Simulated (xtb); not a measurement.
Harmonic IR lines of one isomer of C4H5BO2, unscaled. These are GFN2-xTB (xtb) values and carry that method's errors.

| wavenumber (cm⁻¹) | relative intensity |
|---|---|
| 474 | 38 |
| 672 | 8.8 |
| 741 | 6.5 |
| 757 | 4.1 |
| 821 | 56 |
| 1037 | 6.9 |
| 1051 | 6.6 |
| 1132 | 14 |
| 1162 | 21 |
| 1179 | 23 |
| 1255 | 9.6 |
| 1318 | 7.2 |
| 1421 | 59 |
| 1538 | 100 |
| 1555 | 57 |
| 2587 | 49 |
| 2678 | 38 |
| 3192 | 4.3 |
| 3473 | 17 |

### Question
Identify which structure gives these lines.
(A) `Bc1occc1O`
(B) `Bc1coc(O)c1`
(C) `Bc1ccc(O)o1`
(D) `Bc1ccoc1O`

### Answer
D, `Bc1ccoc1O`
